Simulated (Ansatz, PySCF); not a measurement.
I₂, SMILES II (connectivity only; charge and spin as stated), charge -1, multiplicity 2. Atoms are numbered in the order given.

```xyz
2

I      0.0000     0.0000    -1.6582
I      0.0000     0.0000     1.6582
```
Charge -1, spin multiplicity 2.

Geometry: B3LYP-D3(BJ)/def2-TZVPD. The def2 effective core potentials stand for the cores of I; spin–orbit coupling is left out.

Two levels are set side by side: PBE-D3(BJ)/def2-TZVPD (Ansatz, an electronic-structure program) and B3LYP-D3(BJ)/def2-TZVPD (Ansatz). Each level has its own optimised geometry; the coordinates shown are those of the second. Frequencies come from the Hessian of PySCF at each geometry. Differences are taken from unrounded values.

```tsv
quantity	B3LYP-D3(BJ)
bond I1–I2 (Å)	3.316
highest harmonic wavenumber (cm⁻¹)	92
mean harmonic wavenumber (cm⁻¹)	92
zero-point energy (kcal/mol)	0.13
```

### Question
What does PBE-D3(BJ) give, and how far is it from B3LYP-D3(BJ)? (The exact figures need the calculation; the answer reports its results.)

### Answer

| quantity | PBE-D3(BJ) | PBE-D3(BJ) minus B3LYP-D3(BJ) |
|---|---|---|
| bond I1–I2 (Å) | 3.281 | -0.036 |
| highest harmonic wavenumber (cm⁻¹) | 92 | -1 |
| mean harmonic wavenumber (cm⁻¹) | 92 | -1 |
| zero-point energy (kcal/mol) | 0.13 | 0.00 |

On these quantities the two levels nearly agree.
